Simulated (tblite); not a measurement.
C$_{2}$H$_{6}$AlCl, charge -1, doublet, at a GFN2-xTB geometry (such geometries of metal compounds can be far from the true shape) (a state made from the parent by changing its charge; the spin is typed, not shown lowest); GFN1-xTB (tblite).

Here is a job for tblite.
```
$ tblite run mol.xyz --method gfn1 --charge -1 --spin 1 --grad --json tblite.json --no-restart

# file mol.xyz
10

Al     0.36695933     0.42865496     0.48164830
C      1.95692773    -0.65701044    -0.32656185
H      1.69918177    -1.63745946    -0.75295763
H      2.72486752    -0.85434747     0.43432235
H      2.46903929    -0.10900111    -1.13062786
C     -0.55205430    -0.90172387     1.80277609
H     -0.81963055    -1.88313168     1.38472315
H     -1.48285509    -0.49444891     2.22328960
H      0.09686377    -1.11066967     2.66467236
Cl    -1.05218698     0.58052645    -1.17306678
```

It wrote (shortened):

```
xTB calculator
 | screened Coulomb repulsion
 | Coulomb electrostatics
 |  * isotropic Klopman-Ohno-Mataga-Nishimoto electrostatics
 |  * onsite third-order electrostatics
 | DFT-D3(BJ) dispersion correction

halogen bonding energy    0.0000000000000E+00 Eh
repulsion energy          1.0405534585807E-01 Eh
dispersion energy        -3.0496585483049E-03 Eh
number of electrons       2.5000000000000E+01 e
integral cutoff           4.0000000000000E+01 bohr

------------------------------------------------------------
  cycle        total energy    energy error   density error
------------------------------------------------------------
      1     -13.24230792128  -1.3343314E+01   5.0157882E-01
      2     -13.24995104487  -7.6431236E-03   3.0504357E-01
      3     -13.25039121798  -4.4017311E-04   1.6408876E-02
      4     -13.25077871849  -3.8750051E-04   2.7103481E-03
      5     -13.25078188401  -3.1655221E-06   7.3474374E-04
      6     -13.25078206816  -1.8414662E-07   7.0517610E-05
      7     -13.25078206982  -1.6616610E-09   7.5908113E-06
------------------------------------------------------------

electronic energy        -1.3351787757132E+01 Eh
total energy             -1.3250782069822E+01 Eh

Post processing:
 | Mayer-Wiberg bond orders

[Info] Tight-binding results written to 'tblite.txt'
[Info] JSON dump of results written to 'tblite.json'
```
